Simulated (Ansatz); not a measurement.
Reaction (formal exchange of groups at a C–Al bond): `CC[CH2][AlH2]` + `CBr` → `CCCCBr` + `[AlH3]`

Program: Ansatz. Geometries: PBE0-D4/def2-TZVP. ΔE: electronic, gas phase. CCSD(T)/CBS is the MP2 limit (def2-TZVPP, def2-QZVPP) plus CCSD(T) − MP2 in def2-TZVPP, frozen cores. This one scheme is used for every species. DFT in def2-TZVPP. HSE06 is defined as in plane-wave codes. For Br outer-core shells are correlated without core-valence functions, which leaves a few kJ/mol of doubt a bond. Scalar relativity is left out up to krypton. Each species was taken in one conformer, which may not be the lowest.

```csv
level,ΔE (kJ/mol),difference from CCSD(T)/CBS
PBE-D4,23.3,6.0
PBE0-D4,21.1,3.8
BHLYP-D4,18.4,1.1
CAM-B3LYP-D4,19.1,1.8
ωB97M-V,20.6,3.3
PBE,26.5,9.2
r2SCAN,23.9,6.6
r2SCANh,23.3,6.0
HSE06,24.0,6.7
CAM-B3LYP,21.9,4.6
CCSD/def2-SVP,8.2,-9.1
HF/def2-TZVPP,16.5,-0.8
CCSD(T)/def2-TZVPP,16.5,-0.8
HF/def2-QZVPP,17.1,-0.2
SCS-MP2/def2-QZVPP,16.5,-0.8
HF/CBS(def2),17.1,-0.2
CCSD(T)/CBS,17.3,0
```

Largest T1 diagnostic among the species: 0.009.

The D4 term adds −4.9 kJ/mol with B3LYP and −2.8 kJ/mol with PBE0; it sums over pairs of atoms, weighted by their polarisabilities, and B3LYP, whose exchange is more repulsive, gets the larger term. From BLYP to BHLYP (50 % exact exchange), in def2-TZVPP and without D4, ΔE moves by −7.7 kJ/mol.

CCSD(T)/CBS has its own doubt, a few kJ/mol and more with outer-core shells, so smaller differences from it don't rank the levels.

B3LYP here is the variant with VWN-RPA as its local correlation; programs differ in this.
